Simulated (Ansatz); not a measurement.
Ansatz (a program for electronic structure) input for Os(OH)3 (H3O3Os), SMILES [OH][Os]([OH])[OH] (connectivity only; charge and spin as stated), neutral, multiplicity 4, PBE0-D3(BJ)/def2-SVP. 

Ansatz 0.2 input:
```yaml
crystal:
  periodic: [false, false, false]
  atoms:
    - {symbol: Os, position_ang: [-0.09120662, -0.00118457, -0.11568279]}
    - {symbol: O, position_ang: [-0.86778143, -1.67301816, 0.26048735]}
    - {symbol: H, position_ang: [-1.16946359, -2.08554477, 1.07001943]}
    - {symbol: O, position_ang: [0.43323965, 1.65535519, -0.82929116]}
    - {symbol: H, position_ang: [0.88895653, 2.40554376, -0.44700378]}
    - {symbol: O, position_ang: [1.10154704, 0.05220646, 1.43074630]}
    - {symbol: H, position_ang: [1.87616833, -0.50631909, 1.27333602]}
basis:
  gaussian:
    orbitals: def2-SVP
hamiltonian:
  xc: pbe0
  dispersion: d3bj
magnetization: {spin_polarized: true, initial_magnetization: 3}
relax: {f_tol: 0.002, max_steps: 200}
```

Output:

```
[...]
the calculation of the forces begins
reference -8645.47253216 eV, -317.7152554452 hartree; 23, 20 occupied and 66, 69 virtual orbitals, 923 factors
relax step  13: F+E_penalty+E_count = -8645.57187159 eV  Δ(F+E_penalty+E_count) = -2.835e-3 eV  max|allowed force component| = 8.331e-2 eV/Å  Δτ_max = 0.0398 Å  (48 SCF iters, accepted)
these checks for a lower state are left out or cut short: starts, cluster_reference, orbital_swaps, neighbouring_geometries, increment
integrals: 0.04 GiB planned
923 factors; integrals over basis functions are off by at most 2.5e-4 eV
mean field: 0.50 GiB planned
mean field -8645.47341930 eV, -317.7152880468 hartree, gradient 2.7e-5 eV, S^2 3.761969; 0 other end points of the search recorded, 0 dependent functions left out
the calculation of the forces begins
reference -8645.47345230 eV, -317.7152892596 hartree; 23, 20 occupied and 66, 69 virtual orbitals, 923 factors
relax step  14: F+E_penalty+E_count = -8645.57279823 eV  Δ(F+E_penalty+E_count) = -9.266e-4 eV  max|allowed force component| = 6.753e-2 eV/Å  Δτ_max = 0.0199 Å  (52 SCF iters, accepted)
these checks for a lower state are left out or cut short: starts, cluster_reference, orbital_swaps, neighbouring_geometries, increment
integrals: 0.04 GiB planned
923 factors; integrals over basis functions are off by at most 2.7e-4 eV
mean field: 0.50 GiB planned
mean field evaluation 192: about -8645.4738 eV, gradient 4.7e-5 eV
mean field -8645.47379547 eV, -317.7153018709 hartree, gradient 1.7e-5 eV, S^2 3.761925; 0 other end points of the search recorded, 0 dependent functions left out
the calculation of the forces begins
reference -8645.47382833 eV, -317.7153030786 hartree; 23, 20 occupied and 66, 69 virtual orbitals, 923 factors
relax step  15: F+E_penalty+E_count = -8645.57316268 eV  Δ(F+E_penalty+E_count) = -3.644e-4 eV  max|allowed force component| = 3.285e-1 eV/Å  Δτ_max = 0.0708 Å  (53 SCF iters, accepted)
these checks for a lower state are left out or cut short: starts, cluster_reference, orbital_swaps, neighbouring_geometries, increment
integrals: 0.04 GiB planned
923 factors; integrals over basis functions are off by at most 2.6e-4 eV
mean field: 0.50 GiB planned
mean field -8645.47487774 eV, -317.7153416434 hartree, gradient 1.9e-5 eV, S^2 3.761813; 0 other end points of the search recorded, 0 dependent functions left out
the calculation of the forces begins
reference -8645.47491100 eV, -317.7153428660 hartree; 23, 20 occupied and 66, 69 virtual orbitals, 923 factors
relax step  16: F+E_penalty+E_count = -8645.57425103 eV  Δ(F+E_penalty+E_count) = -1.088e-3 eV  max|allowed force component| = 2.015e-1 eV/Å  Δτ_max = 0.1595 Å  (54 SCF iters, accepted)
these checks for a lower state are left out or cut short: starts, cluster_reference, orbital_swaps, neighbouring_geometries, increment
integrals: 0.04 GiB planned
923 factors; integrals over basis functions are off by at most 2.6e-4 eV
mean field: 0.50 GiB planned
mean field -8645.47502733 eV, -317.7153471410 hartree, gradient 3.5e-5 eV, S^2 3.761814; 0 other end points of the search recorded, 0 dependent functions left out
the calculation of the forces begins
reference -8645.47506060 eV, -317.7153483635 hartree; 23, 20 occupied and 66, 69 virtual orbitals, 923 factors
relax step  17: F+E_penalty+E_count = -8645.57440222 eV  Δ(F+E_penalty+E_count) = -1.512e-4 eV  max|allowed force component| = 1.963e-1 eV/Å  Δτ_max = 0.0012 Å  (41 SCF iters, accepted)
these checks for a lower state are left out or cut short: starts, cluster_reference, orbital_swaps, neighbouring_geometries, increment
integrals: 0.04 GiB planned
923 factors; integrals over basis functions are off by at most 2.8e-4 eV
mean field: 0.50 GiB planned
mean field -8645.44459451 eV, -317.7142287556 hartree, gradient 3.1e-5 eV, S^2 3.761983; 0 other end points of the search recorded, 0 dependent functions left out
the calculation of the forces begins
reference -8645.44462734 eV, -317.7142299618 hartree; 23, 20 occupied and 66, 69 virtual orbitals, 923 factors
relax step  18: F+E_penalty+E_count = -8645.54396422 eV  Δ(F+E_penalty+E_count) = +3.044e-2 eV  max|allowed force component| = 1.182e0 eV/Å  Δτ_max = 0.1928 Å  (57 SCF iters, rejected (line search))
these checks for a lower state are left out or cut short: starts, cluster_reference, orbital_swaps, neighbouring_geometries, increment
integrals: 0.04 GiB planned
923 factors; integrals over basis functions are off by at most 2.7e-4 eV
mean field: 0.49 GiB planned
mean field evaluation 224: about -8645.4619 eV, gradient 2.6e-2 eV
mean field -8645.46187485 eV, -317.7148637963 hartree, gradient 2.6e-5 eV, S^2 3.761842; 0 other end points of the search recorded, 0 dependent functions left out
the calculation of the forces begins
reference -8645.46190825 eV, -317.7148650238 hartree; 23, 20 occupied and 66, 69 virtual orbitals, 923 factors
relax step  19: F+E_penalty+E_count = -8645.56137349 eV  Δ(F+E_penalty+E_count) = +1.303e-2 eV  max|allowed force component| = 4.920e-1 eV/Å  Δτ_max = 0.0964 Å  (55 SCF iters, rejected (line search))
these checks for a lower state are left out or cut short: starts, cluster_reference, orbital_swaps, neighbouring_geometries, increment
integrals: 0.04 GiB planned
923 factors; integrals over basis functions are off by at most 2.6e-4 eV
mean field: 0.49 GiB planned
mean field -8645.47804861 eV, -317.7154581710 hartree, gradient 3.4e-5 eV, S^2 3.761846; 0 other end points of the search recorded, 0 dependent functions left out
the calculation of the forces begins
reference -8645.47808180 eV, -317.7154593905 hartree; 23, 20 occupied and 66, 69 virtual orbitals, 923 factors
relax step  20: F+E_penalty+E_count = -8645.57751322 eV  Δ(F+E_penalty+E_count) = -3.111e-3 eV  max|allowed force component| = 7.144e-2 eV/Å  Δτ_max = 0.0414 Å  (53 SCF iters, accepted)
these checks for a lower state are left out or cut short: starts, cluster_reference, orbital_swaps, neighbouring_geometries, increment
integrals: 0.04 GiB planned
923 factors; integrals over basis functions are off by at most 2.6e-4 eV
mean field: 0.49 GiB planned
mean field -8645.47905510 eV, -317.7154951589 hartree, gradient 1.9e-5 eV, S^2 3.761851; 0 other end points of the search recorded, 0 dependent functions left out
the calculation of the forces begins
reference -8645.47908830 eV, -317.7154963790 hartree; 23, 20 occupied and 66, 69 virtual orbitals, 923 factors
relax step  21: F+E_penalty+E_count = -8645.57851126 eV  Δ(F+E_penalty+E_count) = -9.980e-4 eV  max|allowed force component| = 5.949e-2 eV/Å  Δτ_max = 0.0144 Å  (55 SCF iters, accepted)
these checks for a lower state are left out or cut short: starts, cluster_reference, orbital_swaps, neighbouring_geometries, increment
integrals: 0.04 GiB planned
923 factors; integrals over basis functions are off by at most 2.6e-4 eV
mean field: 0.49 GiB planned
mean field -8645.47906356 eV, -317.7154954696 hartree, gradient 4.2e-5 eV, S^2 3.761851; 0 other end points of the search recorded, 0 dependent functions left out
the calculation of the forces begins
reference -8645.47909676 eV, -317.7154966896 hartree; 23, 20 occupied and 66, 69 virtual orbitals, 923 factors
relax step  22: F+E_penalty+E_count = -8645.57852084 eV  Δ(F+E_penalty+E_count) = -9.586e-6 eV  max|allowed force component| = 5.927e-2 eV/Å  Δτ_max = 0.0009 Å  (38 SCF iters, accepted)
these checks for a lower state are left out or cut short: starts, cluster_reference, orbital_swaps, neighbouring_geometries, increment
integrals: 0.04 GiB planned
923 factors; integrals over basis functions are off by at most 2.6e-4 eV
mean field: 0.50 GiB planned
mean field -8645.47900234 eV, -317.7154932199 hartree, gradient 1.9e-5 eV, S^2 3.761847; 0 other end points of the search recorded, 0 dependent functions left out
the calculation of the forces begins
reference -8645.47903555 eV, -317.7154944403 hartree; 23, 20 occupied and 66, 69 virtual orbitals, 923 factors
relax step  23: F+E_penalty+E_count = -8645.57846213 eV  Δ(F+E_penalty+E_count) = +5.871e-5 eV  max|allowed force component| = 1.003e-1 eV/Å  Δτ_max = 0.0072 Å  (56 SCF iters, rejected (line search))
these checks for a lower state are left out or cut short: starts, cluster_reference, orbital_swaps, neighbouring_geometries, increment
integrals: 0.04 GiB planned
923 factors; integrals over basis functions are off by at most 2.6e-4 eV
mean field: 0.49 GiB planned
mean field evaluation 256: about -8645.4792 eV, gradient 7.9e-4 eV
mean field -8645.47915827 eV, -317.7154989502 hartree, gradient 2.0e-5 eV, S^2 3.761844; 0 other end points of the search recorded, 0 dependent functions left out
the calculation of the forces begins
reference -8645.47919147 eV, -317.7155001703 hartree; 23, 20 occupied and 66, 69 virtual orbitals, 923 factors
relax step  24: F+E_penalty+E_count = -8645.57861756 eV  Δ(F+E_penalty+E_count) = -9.671e-5 eV  max|allowed force component| = 6.783e-3 eV/Å  Δτ_max = 0.0035 Å  (45 SCF iters, accepted)
these checks for a lower state are left out or cut short: starts, cluster_reference, orbital_swaps, neighbouring_geometries, increment
integrals: 0.04 GiB planned
923 factors; integrals over basis functions are off by at most 2.6e-4 eV
mean field: 0.50 GiB planned
mean field -8645.47916971 eV, -317.7154993706 hartree, gradient 2.5e-5 eV, S^2 3.761842; 0 other end points of the search recorded, 0 dependent functions left out
the calculation of the forces begins
reference -8645.47920291 eV, -317.7155005905 hartree; 23, 20 occupied and 66, 69 virtual orbitals, 923 factors
relax step  25: F+E_penalty+E_count = -8645.57862663 eV  Δ(F+E_penalty+E_count) = -9.075e-6 eV  max|allowed force component| = 4.280e-3 eV/Å  Δτ_max = 0.0018 Å  (44 SCF iters, accepted)
these checks for a lower state are left out or cut short: starts, cluster_reference, orbital_swaps, neighbouring_geometries, increment
integrals: 0.04 GiB planned
923 factors; integrals over basis functions are off by at most 2.6e-4 eV
mean field: 0.50 GiB planned
mean field -8645.47917569 eV, -317.7154995904 hartree, gradient 1.2e-5 eV, S^2 3.761839; 0 other end points of the search recorded, 0 dependent functions left out
the calculation of the forces begins
reference -8645.47920888 eV, -317.7155008102 hartree; 23, 20 occupied and 66, 69 virtual orbitals, 923 factors
relax step  26: F+E_penalty+E_count = -8645.57862877 eV  Δ(F+E_penalty+E_count) = -2.142e-6 eV  max|allowed force component| = 1.075e-3 eV/Å  Δτ_max = 0.0014 Å  (39 SCF iters, accepted)
integrals: 0.04 GiB planned
923 factors; integrals over basis functions are off by at most 2.6e-4 eV
mean field: 0.50 GiB planned
mean field evaluation 288: about -8645.4791 eV, gradient 2.9e-2 eV
mean field evaluation 320: about -8645.3753 eV, gradient 1.6e0 eV
mean field -8645.47917569 eV, -317.7154995904 hartree, gradient 1.2e-5 eV, S^2 3.761839; 7 other end points of the search recorded, 0 dependent functions left out
the calculation of the forces begins
reference -8645.47920888 eV, -317.7155008102 hartree; 23, 20 occupied and 66, 69 virtual orbitals, 923 factors
Total energy: -8645.57866197 eV, -317.7191556435 hartree
Atom 0 at     0.167648    -0.260232     0.189630 Å, force    -0.000336    -0.000925     0.000476 eV/Å
Atom 1 at    -0.975906    -1.747820     0.045501 Å, force    -0.000998     0.000869    -0.001075 eV/Å
Atom 2 at    -1.723785    -1.875049     0.644073 Å, force     0.000656    -0.000772     0.000736 eV/Å
Atom 3 at     0.008929     1.458231    -0.542604 Å, force    -0.000446     0.000761    -0.000925 eV/Å
Atom 4 at     0.773137     2.022871    -0.343295 Å, force     0.000138    -0.000152    -0.000032 eV/Å
Atom 5 at     1.814824     0.342636     0.919721 Å, force     0.001025     0.000306     0.000593 eV/Å
Atom 6 at     2.106611    -0.093599     1.729585 Å, force    -0.000039    -0.000087     0.000227 eV/Å
Dipole moment:     0.025673    -0.136900     0.504587 e Å
```

The run converged.
